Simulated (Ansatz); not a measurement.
Consider the hydrogen abstraction from the Si–H bond: `O=C=N[SiH2]Cl` + `[OH]`• → `O=C=N[SiH]Cl`• + H₂O.

Computed with Ansatz on PBE0-D4/def2-TZVP structures; ΔE is electronic, products minus reactants. CCSD(T)/CBS adds triple-zeta CCSD(T) − MP2 to the extrapolated MP2 energy (def2 sets, frozen cores). This one scheme is used for every species. Open shells (•) are unrestricted, without spin–orbit coupling. Each species was taken in one conformer, which may not be the lowest.

`O=C=N[SiH2]Cl`:

```xyz
7

O     2.444    0.021    1.716
C     1.551   -0.153    0.995
N     0.650   -0.376    0.239
Si   -0.798   -0.075   -0.597
Cl   -1.541    1.764   -0.095
H    -0.518   -0.084   -2.046
H    -1.789   -1.097   -0.212
```

`[OH]`•:

Cartesian coordinates in Å:
```
O -0.327 0.200 -0.300
H 0.327 -0.200 0.300
```

`O=C=N[SiH]Cl`•:

Cartesian coordinates in Å:
```
O 2.184 0.257 -1.722
C 1.207 0.061 -1.125
N 0.196 -0.190 -0.530
Si -1.124 0.209 0.470
Cl -0.462 0.648 2.361
H -2.001 -0.986 0.545
```

H₂O:

Z-matrix (Å, degrees):
```
O
H 1 0.960
H 1 0.960 2 105.1
```

| species | MP2/def2-TZVPP energy (Eh) |
| --- | --- |
| `O=C=N[SiH2]Cl` | -917.84830 |
| `[OH]`• | -75.62240 |
| `O=C=N[SiH]Cl`• | -917.19812 |
| H₂O | -76.32349 |

Problem. Work out ΔE.

Solution. ΔE = (-917.19812) + (-76.32349) − (-917.84830) − (-75.62240) = -0.05091 Eh = -133.7 kJ/mol. CCSD(T)/CBS gives -118.0 kJ/mol.

Problem. What do rigid-rotor, harmonic-oscillator terms from PBE0-D4/def2-TZVP frequencies (298.15 K, 1 bar) make of the CCSD(T)/CBS value? (Best estimate.)

Solution. Computed: ΔZPE = +9.4 kJ/mol, ΔH = -108.0 kJ/mol, ΔS = 1 J/(mol·K), ΔG = -108.3 kJ/mol. Open shells count their whole term as degenerate. Modes under 50 cm⁻¹ make the entropy rough.

Largest T1 diagnostic among the species: 0.017.

In def2-TZVPP, CCSD(T) changes the Hartree–Fock value by −72.2 kJ/mol (the triples alone add −7.5 kJ/mol) and MP2 by −96.1 kJ/mol. From r2SCAN to r2SCAN0 (25 % exact exchange), in def2-TZVPP and without D4, ΔE moves by +12.8 kJ/mol. Leaving LDA and LC-ωPBE aside and taking each functional with its dispersion term where it has one, the values, not all of them listed here, spread over 53.9 kJ/mol, from PBE-D4 to BHLYP-D4. LDA lies −36.7 kJ/mol from PBE without D4.
